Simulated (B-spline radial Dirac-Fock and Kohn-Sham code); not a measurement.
## Ru: non-radiative channels of the L1 vacancy

System: the Ru atom, configuration 1s2 2s2 2p6 3s2 3p6 3d10 4s2 4p6 4d7 5s1.

Method: independent-particle radiative and Coulomb Auger rates from relativistic LDA hole-state orbitals, with Dirac-Fock energies. Computed with a radial atomic solver. Kinetic energies are configuration averages from the vacuum level; the two-hole energies are estimated from single-hole states.

```
transition  kinetic energy (eV)  width (meV)  share (%)
   L1-L3M4                    –         1680       26.7
   L1-L3M5                61.70         2450       38.9
   L1-L2N1                    –          140        2.2
   L1-L2N2                190.0         86.4        1.4
   L1-L2N3                193.2          116        1.8
   L1-L2N4                241.5         19.9        0.3
   L1-L2N5                241.8         34.5        0.5
   L1-L3N1                    –          212        3.4
   L1-L3N2                318.6         88.4        1.4
   L1-L3N3                322.4          176        2.8
   L1-L3N4                370.4         76.6        1.2
   L1-L3N5                370.9          101        1.6
   L1-M1M1               2012.8         38.0        0.6
   L1-M1M2               2120.7         74.6        1.2
   L1-M1M3               2143.6          141        2.2
   L1-M1M4                    –          111        1.8
   L1-M1M5               2323.1          160        2.5
   L1-M2M5               2423.9         39.0        0.6
   L1-M3M4                    –         31.8        0.5
   L1-M3M5               2449.4         22.7        0.4
   L1-M1N3               2573.7         22.1        0.4
   L1-M4M5                    –          225        3.6
   L1-M5M5               2629.6         62.7        1.0
   L1-M5N1                    –         19.6        0.3
```

A dash stands for an energy that rests on an unreliable hole state.

Coster-Kronig rates are the weakest part of this model and often come out 1.5 to 2.5 times too large. The listed channels hold 97 % of the non-radiative rate. Summed by principal shells, of 6.31 eV in all: LLM 65.5 %, LLN 16.6 %, LMM 14.6 %, LMN 2.8 %, LLO 0.3 %.
